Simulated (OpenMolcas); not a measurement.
Pr4+ among 12 point charges of -0.5 e arranged as a cuboctahedron (Oh).

```json
{"Program": "OpenMolcas 26.06", "Method": "SS-CASPT2, IPEA 0.25 Eh, imaginary shift 0.1 Eh (closed shells correlated: 5s 5p)", "Basis": "ANO-RCC-VTZP [8s7p5d3f2g1h]", "Scalar Hamiltonian": "DKH2, point nucleus", "Active space": "1 electron in 7 orbitals (4f)", "State averaging": "2S+1 = 2 odd, 7 roots", "Spin-orbit coupling": "state interaction with AMFI integrals over the reference wave functions"}
```

All point charges move together. At R = 2.79 Å the width of the lowest J multiplet is 95 cm-1, and at R = 3.22 Å it is 77 cm-1.

**Question.** A third run gives 91 cm-1. What distance was it run at?

**Answer.** With a power law R^-n the two known points give n = -ln(77 / 95) / ln(3.22 / 2.79) = 1.47. Then R = 2.79 × (95 / 91)^(1/1.47) = 2.873 Å. The run was at 2.94 Å, so the estimate is off by -0.067 Å.

Roots that are degenerate in the reference are averaged as groups; the widest CASPT2 spread within a group is 36 cm-1 (the 3-fold group of multiplicity 2 near 0 cm-1 above the lowest state of its run, R = 3.22). Shifts and gaps below about the spread of the groups concerned are not significant. This is an electrostatic model: the charges have no orbitals. No measured value stands beside these numbers.
